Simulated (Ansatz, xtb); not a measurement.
Isomers of BH5O3S in order of energy

4 gas-phase structures of BH5O3S, from a drawn sample of its isomers (lower ones may exist). Each was relaxed with GFN2-xTB:

A. `O[BH2-][S+](O)O`, a singlet
B. `[BH3-]O[S+](O)O`, a singlet
C. a singlet given by its coordinates
D. a singlet given by its coordinates

D (Å):

```xyz
10

B    -1.2018   -0.8760    0.7710
O    -2.5078   -1.0884    1.1191
O    -1.5321    2.0152    0.2324
O     0.4632    0.7953   -0.8134
S    -1.1570    0.7617   -0.7447
H    -2.9821   -1.7145    0.5750
H    -0.6356   -1.6615    0.0691
H    -0.5741   -0.2878    1.5838
H    -1.5873    2.8527   -0.2437
H     0.8632    0.2667   -0.1063
```

Close contacts (Å): B1–O2 1.37, B1–S5 2.23, O3–S5 1.63, O4–S5 1.62, B1–H7 1.20, B1–H8 1.18, O2–H6 0.96, O3–H9 0.96, O4–H10 0.97.

C (Å):

```xyz
10

B     0.1019   -1.0071   -0.6887
O    -1.2507   -0.9895   -1.4257
O    -0.1697    0.2072    0.2379
O    -1.8883    1.6880    1.0406
S    -1.5745    0.6120   -0.1937
H    -1.1476   -0.7956   -2.3579
H     1.0108   -0.7624   -1.4113
H     0.1949   -1.9836   -0.0266
H    -2.4087   -0.3096    0.4497
H    -1.2046    2.3575    1.1072
```

Close contacts (Å): B1–O2 1.54, B1–O3 1.55, B1–S5 2.38, O2–S5 2.05, O3–S5 1.52, O4–S5 1.67, B1–H7 1.19, B1–H8 1.18, O2–H6 0.96, O4–H10 0.96, S5–H9 1.40.

Problem. Make a reasoned guess at their ranking by r2SCAN-D4/def2-SVP single-point energy.

Solution. Calculated order at r2SCAN-D4/def2-SVP: A (0.0), D (6.3), C (28.4), B (38.5) kcal/mol.

Energies above the lowest of each column, in kcal/mol; the last columns are at PBE0-D4/def2-SVP geometries and were run for some of them only (a dash: not run or not comparable):

| structure | GFN2-xTB | HF/STO-3G | r2SCAN-D4/def2-SVP | PBE0-D4/def2-SVP | CCSD(T)/def2-SVP + ΔMP2/def2-TZVPP |
| --- | --- | --- | --- | --- | --- |
| A | 1.3 | 0.0 | 0.0 | 0.0 | 0.0 |
| D | 7.8 | 5.9 | 6.3 | 5.3 | 4.6 |
| C | 0.0 | 64.8 | 28.4 | – | – |
| B | 0.9 | 86.2 | 38.5 | – | – |

CCSD(T)/def2-SVP + ΔMP2/def2-TZVPP puts A lowest of those it was run on; GFN2-xTB picks C. Some further structures that were screened fall inside this span and aren't listed. Flexible structures stand in one conformer each, not always the lowest. Frequencies (PBE0-D4/def2-SVP) were run for A, D alone. ΔMP2 is the change of the MP2 energy from the smaller to the larger basis.

Over these structures GFN2-xTB departs from r2SCAN-D4/def2-SVP by 17.2 kcal/mol on average once a common shift is removed. A GFN2-xTB relaxation took about 0.11 s and the r2SCAN-D4/def2-SVP energy about 1.5 s on a shared host (Ansatz 0.2.0, xtb 6.7.1).
